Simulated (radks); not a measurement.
The numbers below are computed, except where a source is named.
Problem. All-electron atom: Ho in [Xe] 4f11 6s1.75 7s0.25 (fractional occupations, a model configuration). Code: a radial shooting solver on a logarithmic mesh with Libxc functionals. Model: scalar-relativistic Kohn-Sham, BLYP, spin-polarised, spherical densities, finite nucleus; open shells are filled with parallel spins first (spin-orbit coupling, left out, can overturn this in heavy ions); Fermi nuclear charge, rms radius 5.2022 fm. Some entries of the table are withheld. Estimate them.

orbital,occ.,eigenvalue (eV),<r^2> (bohr^2),<r> (bohr)
1s up,1,-55494.53,0.0005882,0.02074
1s down,1,-55494.53,0.0005882,0.02074
2s up,1,-9283.307,0.009169,0.08810
2s down,1,-9283.276,0.009169,0.08810
2p up,3,-8225.649,0.007439,0.07806
2p down,3,-8225.626,0.007439,0.07806
3s up,1,-2074.182,0.06041,0.2299
3s down,1,-2072.964,0.06037,0.2298
3p up,3,-1750.904,0.06074,0.2289
3p down,3,-1749.690,0.06069,0.2288
3d up,5,-1340.219,0.05075,0.2079
3d down,5,-1339.288,0.05069,0.2078
4s up,1,-411.1485,0.3039,0.5188
4s down,1,-408.4737,0.3040,0.5189
4p up,3,-304.7283,0.3443,0.5501
4p down,3,-302.0953,0.3445,0.5502
4d up,5,-160.9348,0.4128,0.5963
4d down,5,-158.3575,0.4138,0.5968
5s up,1,-51.6537,1.827,1.273
5s down,1,-50.4000,1.852,1.281
5p up,3,-26.9932,2.627,1.517
5p down,3,-26.0913,2.680,1.532
4f up,7,-4.8366,0.9819,0.8421
6s up,1,-4.4448,17.57,3.925
6s down,0.75,-4.2480,18.08,3.979
4f down,4,-2.6286,1.117,0.8793
6p up,0,-1.5672,39.38,5.799
6p down,0,-1.4552,40.66,5.904
7s up,0.25,(1),186.3,12.85

Solution. 
(1) 7s up eigenvalue (eV): -0.5757
